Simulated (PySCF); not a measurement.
Computed shifts of a molecule C2H6BClO, PySCF with PBE0/pcSseg-1, GIAO, gas phase, atoms alike by connectivity averaged where their shifts nearly agree, in ppm (number of nuclei): ¹³C: 58.4 (1), 3.2 (1). ¹H: 4.24 (3), 0.91 (3). References: ¹¹B against BF3 (σ = 88.8 ppm); ³⁵Cl against HCl (σ = 945.9 ppm); ¹³C against TMS (σ = 186.3 ppm); ¹H against TMS (σ = 31.56 ppm); ¹⁷O against H2O (σ = 334.2 ppm), references at their B3LYP-D3(BJ)/def2-TZVP geometries, non-relativistic (without spin–orbit terms, shifts of atoms bonded to Cl or Br come out too high). Geometry: B3LYP-D3(BJ)/def2-SVP. Other conformers were not sampled.

Task: Pick the molecule that these values belong to.
A) CCOBCl
B) CCB(O)Cl
C) COB(C)Cl

Result: C, COB(C)Cl
